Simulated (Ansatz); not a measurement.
Reactions of CH$_{6}$AlNOSSi (`O[Si]1(CS)[NH][AlH]1`).

Calculated with Ansatz (gas phase, PBE0-D4/def2-TZVP geometries, no zero-point term in ΔE). CCSD(T)/CBS adds triple-zeta CCSD(T) − MP2 to the extrapolated MP2 energy (def2 sets, frozen cores). This one scheme is used for every species, atoms too. DFT in def2-TZVPP. No spin–orbit coupling; open shells (•) take unrestricted orbitals. Spin–orbit coupling would lower the free atoms: a little for Al, C, O, S, Si. Each species was taken in one conformer, which may not be the lowest.

```json
{"reaction": "`O[Si]1(CS)[NH][AlH]1` + H₂ → `O[SiH]1[NH][AlH]1` + CH₃SH", "PBE0-D4 (kcal/mol)": "-2.8", "ωB97M-V (kcal/mol)": "-3.0"}
{"reaction": "`O[Si]1(CS)[NH][AlH]1` → Al• + C• + 6 H• + N• + O• + S• + Si•", "PBE0-D4 (kcal/mol)": "989.9", "ωB97M-V (kcal/mol)": "997.8"}
{"reaction": "`O[Si]1(CS)[NH][AlH]1` + H₂O → `OCS` + `O[SiH]1[NH][AlH]1`", "PBE0-D4 (kcal/mol)": "23.1", "ωB97M-V (kcal/mol)": "22.7"}
{"reaction": "`O[Si]1(CS)[NH][AlH]1` + `[SiH3][SiH2]S` → `[SiH3][SiH2]SCS` + `O[SiH]1[NH][AlH]1`", "PBE0-D4 (kcal/mol)": "12.5", "ωB97M-V (kcal/mol)": "13.0"}
```

Q: Give the CCSD(T)/CBS values in the same order. (Best estimate.)

A: The calculation gave: -2.7, 994.7, 24.3, 12.8 kcal/mol.

Largest T1 diagnostic: 0.018, for Al•.
